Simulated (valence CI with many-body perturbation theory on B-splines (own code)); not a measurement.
# Level structure of Cr¹⁹⁺

Level of theory: relativistic CI+MBPT: three valence electrons over a frozen Dirac-Fock core [He], a basis of 11 s, 11 p, 9 d, 7 f, 5 g, 2 h, 1 i functions for each j, with the one-electron correlation potential Σ1 (screened to all orders), the two-electron term Σ2, the three-electron term Σ3, Breit, model QED; selected single and double excitations, second order for the rest (own B-spline code, finite nucleus).

No measured levels were compared; by estimate levels of excited configurations hold to 0.05 to 0.15 % of their energy, terms of the ground configuration to about 0.5 %.

Levels 46 to 84 of 84, with energies above the lowest level, 2s²2p ²P°_1/2. "Leading %" is the weight of the configuration and term that name the level; weights of strongly mixed levels are sums over their largest components and can fall short. Lifetimes count E1, E2, E3, M1 and M2 decay at the calculated energies, and are blank where another channel may lead or the interval is too uncertain; long ones can be off by a factor of two.

| No. | Configuration | Term | J | E (× 10³ cm⁻¹) | Leading % | Lifetime | g |
| --- | --- | --- | --- | --- | --- | --- | --- |
| 46 | 2s2p3d | ⁴D° | 1/2 | 7436.7 | 73 | 60.9 fs | 0.283 |
| 47 | 2s2p3d | ⁴F° | 9/2 | 7457.4 | 100 | 2.49 ns | 1.332 |
| 48 | 2s2p3d | ²D° | 3/2 | 7460.0 | 73 | 134 fs | 0.867 |
| 49 | 2s2p3d | ²D° | 5/2 | 7471.7 | 52 | 97.7 fs | 1.184 |
| 50 | 2s2p3d | ⁴D° | 7/2 | 7485.0 | 83 | 57.7 fs | 1.395 |
| 51 | 2s2p3d | ⁴P° | 5/2 | 7496.3 | 45 | 67.0 fs | 1.428 |
| 52 | 2s2p3d | ⁴P° | 3/2 | 7500.8 | 72 | 73.8 fs | 1.583 |
| 53 | 2s2p3d | ⁴P° | 1/2 | 7503.8 | 92 | 84.2 fs | 2.483 |
| 54 | 2s2p3d | ²F° | 5/2 | 7531.9 | 74 | 90.3 fs | 0.959 |
| 55 | 2s2p3d | ²P° | 3/2 | 7565.0 | 85 | 95.8 fs | 1.290 |
| 56 | 2s2p3d | ²F° | 7/2 | 7575.4 | 98 | 66.1 fs | 1.145 |
| 57 | 2s2p3d | ²P° | 1/2 | 7591.3 | 95 | 86.4 fs | 0.663 |
| 58 | 2s2p3p | ²P | 1/2 | 7594.3 | 83 | 411 fs | 0.745 |
| 59 | 2s2p3p | ²D | 3/2 | 7597.8 | 68 | 802 fs | 0.953 |
| 60 | 2s2p3p | ²D | 5/2 | 7610.8 | 93 | 1.41 ps | 1.203 |
| 61 | 2s2p3p | ²P | 3/2 | 7618.3 | 62 | 544 fs | 1.184 |
| 62 | 2s2p3p | ²S | 1/2 | 7645.6 | 71 | 1.40 ps | 2.061 |
| 63 | 2p²3s | ⁴P | 1/2 | 7672.7 | 75 | 897 fs | 2.446 |
| 64 | 2p²3s | ⁴P | 3/2 | 7706.6 | 96 | 823 fs | 1.716 |
| 65 | 2p²3s | ⁴P | 5/2 | 7741.3 | 86 | 711 fs | 1.545 |
| 66 | 2s2p3d | ²F° | 7/2 | 7749.0 | 93 | 102 fs | 1.145 |
| 67 | 2s2p3d | ²F° | 5/2 | 7750.9 | 91 | 73.8 fs | 0.865 |
| 68 | 2s2p3d | ²D° | 3/2 | 7762.6 | 96 | 61.2 fs | 0.807 |
| 69 | 2p²3s | ²P | 1/2 | 7767.1 | 80 | 359 fs | 0.773 |
| 70 | 2s2p3d | ²D° | 5/2 | 7771.8 | 95 | 61.2 fs | 1.191 |
| 71 | 2s2p3d | ²P° | 1/2 | 7783.9 | 51 | 108 fs | 0.735 |
| 72 | 2s2p3d | ²P° | 3/2 | 7795.8 | 92 | 83.1 fs | 1.333 |
| 73 | 2p²3s | ²P | 3/2 | 7796.4 | 53 | 384 fs | 1.132 |
| 74 | 2s2p3d | ²P° | 1/2 | 7797.8 | 45 | 177 fs | 0.709 |
| 75 | 2p²3p | ⁴D° | 3/2 | 7824.5 | 77 | 392 fs | 1.272 |
| 76 | 2p²3p | ²S° | 1/2 | 7827.2 | 47 | 316 fs | 1.337 |
| 77 | 2p²3p | ⁴P° | 3/2 | 7858.3 | 40 | 335 fs | 1.294 |
| 78 | 2p²3p | ⁴D° | 5/2 | 7860.2 | 89 | 440 fs | 1.377 |
| 79 | 2p²3s | ²D | 5/2 | 7860.4 | 82 | 443 fs | 1.249 |
| 80 | 2p²3p | ⁴P° | 1/2 | 7873.7 | 72 | 320 fs | 2.357 |
| 81 | 2p²3s | ²D | 3/2 | 7874.0 | 59 | 408 fs | 1.009 |
| 82 | 2p²3p | ⁴P° | 5/2 | 7880.2 | 49 | 350 fs | 1.380 |
| 83 | 2p²3p | ²D° | 3/2 | 7890.7 | 59 | 301 fs | 1.165 |
| 84 | 2p²3p | ⁴D° | 7/2 | 7894.2 | 86 | 456 fs | 1.389 |

Names give the largest LS component (configuration and term), which can be under half, so a name can repeat, a term be missing and a line seem to break the LS rules; names also repeat where a configuration has a term twice.
